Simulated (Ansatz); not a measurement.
Total energies of `[F][Ge]([F])([F])[c]1ccccc1`.

```xyz
15

F     3.361    0.780   -0.457
Ge    2.239   -0.450   -0.866
F     2.347   -0.577   -2.572
F     2.881   -1.929   -0.283
C     0.493   -0.099   -0.189
C    -0.345   -1.158    0.149
C    -1.617   -0.899    0.633
C    -2.050    0.411    0.781
C    -1.213    1.467    0.450
C     0.060    1.216   -0.035
H    -0.006   -2.182    0.043
H    -2.271   -1.721    0.898
H    -3.045    0.610    1.161
H    -1.552    2.489    0.571
H     0.715    2.043   -0.285
```

The species carries charge 0 and has multiplicity 1. Correlated methods include outer-core shells of Ge, which these sets cover unevenly. Scalar relativity is left out up to krypton. Geometry: relaxed with PBE0-D4/def2-TZVP. It is one conformer, not always the lowest. Basis def2-TZVPP, Ansatz.

RPA on PBE orbitals: Hartree–Fock energy of these orbitals -2604.04151 Eh, correlation -2.93463 Eh (frozen core).

```csv
functional,energy without D4 (Eh),D4 term (kJ/mol)
LDA (SPW92),-2601.35404,–
PBE,-2607.63435,-45.5
revPBE,-2608.19716,-137.1
BLYP,-2608.47045,-99.3
B97M-V,-2608.05714,–
PBE0,-2607.70799,-38.7
r2SCAN0,-2608.18678,-13.8
HSE06 (plane-wave form),-2607.68402,-36.1
LC-ωPBE,-2607.92256,–
PBE-QIDH,-2607.31426,–
```

(1) Give the same for r2SCAN, B3LYP, r2SCANh, BHLYP, CAM-B3LYP, ωB97X-V, ωB97M-V, B2PLYP. (Best estimate.)

B3LYP takes the VWN-RPA correlation (the form of Gaussian; ORCA's B3LYP/G). HSE06 is the plane-wave form, built on full-range PBE exchange. The double hybrids freeze the cores in their second-order part.

Results:

(1) Ansatz gave: 
```csv
functional,energy without D4 (Eh),D4 term (kJ/mol)
r2SCAN,-2608.27365,-11.7
B3LYP,-2608.58085,-73.0
r2SCANh,-2608.23781,-12.5
BHLYP,-2608.26616,-55.3
CAM-B3LYP,-2608.46075,-39.4
ωB97X-V,-2608.17887,–
ωB97M-V,-2608.26393,–
B2PLYP,-2607.81361,–
```

LC-ωPBE has ω = 0.4 bohr⁻¹.
